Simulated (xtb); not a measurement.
xtb input (GFN2-xTB):

```bash
xtb mol.xyz --gfn 2 --ohess tight --chrg -1 --uhf 0
```
mol.xyz:
```
13

C      1.85325506    -0.79685320     0.21171247
Si     0.10096765    -0.26487221    -0.48521752
C     -0.98681785    -1.79451008    -0.25521172
Si    -0.56064753     1.82534123     0.47450829
H      1.80680038    -0.96730593     1.26095580
H      2.12200080    -1.78942640    -0.29396219
H      2.58660361    -0.06879937     0.01857031
H      0.33005837    -0.15798153    -1.92683416
H     -1.98449127    -1.58142001    -0.70476444
H     -0.54599301    -2.68738773    -0.77573120
H     -1.11560213    -1.96199948     0.75347957
H     -0.84133513     1.15546202     1.85189177
H     -1.93958186     1.69742174    -0.10889439
```

End of the output:

```
           -------------------------------------------------
          | TOTAL ENERGY              -12.439426116742 Eh   |
          | TOTAL ENTHALPY            -12.335243549552 Eh   |
Note: The following floating-point exceptions are signalling: IEEE_UNDERFLOW_FLAG IEEE_DENORMAL
normal termination of xtb
          | TOTAL FREE ENERGY         -12.376890487174 Eh   |
          | GRADIENT NORM               0.000339384626 Eh/α |
          | HOMO-LUMO GAP               3.168166095087 eV   |
           -------------------------------------------------

------------------------------------------------------------------------
------------------------------------------------------------------------
 total:
 SCF:
 ANC optimizer:
 analytical hessian:
```

It need not be the lowest isomer of its formula. Whether it binds its extra electron was not tested at this geometry.
